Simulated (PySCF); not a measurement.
**PBE on Se⁺ (selenium, charge +1)**

Configuration: [Ar] 3d10 4s2 4p3, high-spin 4S determinant. All numbers are calculated (PySCF 2.14, scalar relativity by spin-free X2C-1e, in cc-pVDZ-DK (5s4p2d, 27 functions)).

```json
{"Total energy": "-2429.024 hartree", "One-electron energy": "-3365.335 hartree", "Hartree (Coulomb) energy": "1024.301 hartree", "Exchange-correlation energy": "-87.990 hartree", "⟨S²⟩": "3.7502", "⟨L²⟩": "0.000", "Sum of ⟨r⟩": "22.32 bohr", "Sum of ⟨r²⟩": "31.01 bohr²", "Langevin diamagnetic susceptibility": "-24.6 ×10⁻⁶ cm³/mol", "Time after the integrals": "0.32 s of wall time on 1 thread of Neoverse-V1 (shared host)"}
```

```csv
shell,electrons,mean orbital energy (eV),"rms radius, mean of both spins (bohr)"
1s α,1,-12501.7,0.0508
1s β,1,-12501.5,0.0508
2s α,1,-1617.1,0.212
2s β,1,-1617.0,0.212
2p α,3,-1424.1,0.189
2p β,3,-1423.9,0.189
3s α,1,-223.84,0.615
3s β,1,-223.61,0.615
3p α,3,-163.42,0.638
3p β,3,-163.15,0.638
3d α,5,-63.584,0.704
3d β,5,-63.220,0.704
4s α,1,-27.923,1.87
4s β,1,-25.119,1.87
4p α,3,-16.442,2.28
```

Densities and radii are taken from the X2C orbitals without a picture-change correction, which distorts them close to the nucleus.
